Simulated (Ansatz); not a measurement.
Reaction (hydrogenolysis of a Ge–O bond): `[CH3][GeH2][O]C=S` + H₂ → `[CH3][GeH3]` + `OC=S`

Isolated molecules relaxed with PBE0-D4/def2-TZVP in Ansatz; ΔE leaves out vibrations. CCSD(T)/CBS is the MP2 limit (def2-TZVPP, def2-QZVPP) plus CCSD(T) − MP2 in def2-TZVPP, frozen cores. This one scheme is used for every species. Functionals use def2-TZVPP. For Ge outer-core shells are correlated without core-valence functions, which leaves a few kJ/mol of doubt a bond. Scalar relativity is left out up to krypton. Each species was taken in one conformer, which may not be the lowest.

`[CH3][GeH2][O]C=S`:

Cartesian coordinates in Å:
```
C -0.186 -0.719 -1.759
Ge -0.827 -0.069 -0.057
O 0.604 -0.225 1.068
C 1.016 0.749 1.849
S 2.267 0.643 2.866
H 0.619 -0.081 -2.124
H 0.190 -1.736 -1.644
H -0.996 -0.722 -2.491
H -1.922 -0.941 0.571
H -1.206 1.422 -0.042
H 0.440 1.679 1.763
```

H₂:

Cartesian coordinates in Å:
```
H -0.236 0.056 -0.283
H 0.236 -0.056 0.283
```

`[CH3][GeH3]`:

Z-matrix (Å, degrees):
```
C
Ge 1 1.953
H 1 1.091 2 110.3
H 1 1.090 2 110.3 3 120.0
H 1 1.090 2 110.3 3 -120.0
H 2 1.539 1 110.4 3 -59.8
H 2 1.539 1 110.4 3 60.2
H 2 1.539 1 110.4 3 -179.8
```

`OC=S`:

Z-matrix (Å, degrees):
```
C
O 1 1.332
S 1 1.605 2 123.8
H 1 1.094 2 113.9 3 180.0
H 2 0.965 1 110.0 3 -180.0
```

CCSD(T)/CBS gives +5.0 kcal/mol.

Question: Another level gave +4.7 kcal/mol. Which?
A. B2PLYP/def2-TZVPP
B. MP2/def2-TZVPP
C. PBE0-D4/def2-TZVPP
D. PBE0/def2-TZVPP

Answer: A. B2PLYP 4.7, PBE0-D4 3.2, MP2/def2-TZVPP 6.9, PBE0 1.8 kcal/mol.

Largest T1 diagnostic among the species: 0.018.

In def2-TZVPP, CCSD(T) changes the Hartree–Fock value by +2.6 kcal/mol (the triples alone add +1.1 kcal/mol) and MP2 by +4.5 kcal/mol. The D4 term adds +2.4 kcal/mol with B3LYP and +1.4 kcal/mol with PBE0; it sums over pairs of atoms, weighted by their polarisabilities, and B3LYP, whose exchange is more repulsive, gets the larger term.

B3LYP here is the variant with VWN-RPA as its local correlation; programs differ in this.
